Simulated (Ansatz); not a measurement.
A run for Ansatz (a quantum-chemistry and plane-wave program): U-PBE/def2-TZVPP on PO, 2S+1 = 2, a spin state set in the input, which need not be the lowest, a point of a bond scan (R = 1.480 Å).

Ansatz 0.2 input:
```yaml
crystal:
  periodic: [false, false, false]
  atoms:
    - {symbol: O, position_ang: [0.00000000, 0.00000000, 0.00000000]}
    - {symbol: P, position_ang: [0.00000000, 0.00000000, 1.47975000]}
basis:
  gaussian:
    orbitals: def2-TZVPP
    pivot_positions_ang: [[0.00000000, 0.00000000, 0.00000000], [0.00000000, 0.00000000, 1.47975000]]
hamiltonian:
  xc: {name: PBE}
magnetization: {spin_polarized: true, initial_magnetization: 1}
output: {forces: true, orbitals: {seedname: ./end}}
```

### Question
What total energy does the run end on?

### Answer
-416.3561 hartree.
